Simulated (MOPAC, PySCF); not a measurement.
CH$_{2}$OS$_{2}$, SMILES `O=C(S)S` (S–C–S–H torsion 0°, S–C–S–H torsion 180°), neutral singlet in the gas phase. 

Z-matrix (Å, degrees):
```
C
O 1 1.1947
S 1 1.7896 2 121.10
H 3 1.3441 1 96.98 2 -180.00
S 1 1.7946 2 124.49 3 -180.00
H 5 1.3441 1 93.76 2 -0.01
```
Charge 0, multiplicity 1.

All levels are single points at this geometry (B3LYP-D3(BJ)/def2-TZVP); Pople sets use spherical d functions. Orbital energies aren't observables, and empty levels follow the basis.

```json
[
 {"level": "PBE-D3(BJ)/def2-TZVP in PySCF", "HOMO (eV)": "-6.74", "LUMO (eV)": "-1.95", "gap (eV)": "4.79", "dipole (D)": "2.09", "vertical IE, Delta-SCF (eV)": "–"},
 {"level": "ωB97X-D3(BJ)/def2-TZVP in PySCF", "HOMO (eV)": "-10.42", "LUMO (eV)": "1.27", "gap (eV)": "11.69", "dipole (D)": "2.26", "vertical IE, Delta-SCF (eV)": "10.49"},
 {"level": "B3LYP/3-21G in PySCF", "HOMO (eV)": "-7.71", "LUMO (eV)": "-0.75", "gap (eV)": "6.96", "dipole (D)": "1.97", "vertical IE, Delta-SCF (eV)": "–"},
 {"level": "B3LYP/6-311+G** in PySCF", "HOMO (eV)": "-7.80", "LUMO (eV)": "-1.26", "gap (eV)": "6.54", "dipole (D)": "2.38", "vertical IE, Delta-SCF (eV)": "–"},
 {"level": "B3LYP/6-31G* in PySCF", "HOMO (eV)": "-7.62", "LUMO (eV)": "-0.93", "gap (eV)": "6.69", "dipole (D)": "2.10", "vertical IE, Delta-SCF (eV)": "10.04"},
 {"level": "B3LYP/LANL2DZ in PySCF", "HOMO (eV)": "-7.88", "LUMO (eV)": "-1.20", "gap (eV)": "6.68", "dipole (D)": "2.43", "vertical IE, Delta-SCF (eV)": "–"},
 {"level": "BP86/6-31G* in PySCF", "HOMO (eV)": "-6.69", "LUMO (eV)": "-1.76", "gap (eV)": "4.93", "dipole (D)": "1.98", "vertical IE, Delta-SCF (eV)": "–"},
 {"level": "M06-2X/6-31G* in PySCF", "HOMO (eV)": "-9.07", "LUMO (eV)": "0.16", "gap (eV)": "9.23", "dipole (D)": "2.16", "vertical IE, Delta-SCF (eV)": "–"},
 {"level": "PBE/6-31G* in PySCF", "HOMO (eV)": "-6.58", "LUMO (eV)": "-1.66", "gap (eV)": "4.92", "dipole (D)": "1.96", "vertical IE, Delta-SCF (eV)": "–"},
 {"level": "HF/3-21G in PySCF", "HOMO (eV)": "-11.14", "LUMO (eV)": "3.12", "gap (eV)": "14.25", "dipole (D)": "2.41", "vertical IE, Delta-SCF (eV)": "–"},
 {"level": "HF/STO-3G in PySCF", "HOMO (eV)": "-7.85", "LUMO (eV)": "8.20", "gap (eV)": "16.05", "dipole (D)": "1.73", "vertical IE, Delta-SCF (eV)": "–"},
 {"level": "PM3 in MOPAC", "HOMO (eV)": "-10.12", "LUMO (eV)": "-1.46", "gap (eV)": "8.66", "dipole (D)": "1.73", "vertical IE, Delta-SCF (eV)": "–"},
 {"level": "PM7 in MOPAC", "HOMO (eV)": "-9.80", "LUMO (eV)": "-1.62", "gap (eV)": "8.18", "dipole (D)": "2.19", "vertical IE, Delta-SCF (eV)": "–"}
]
```
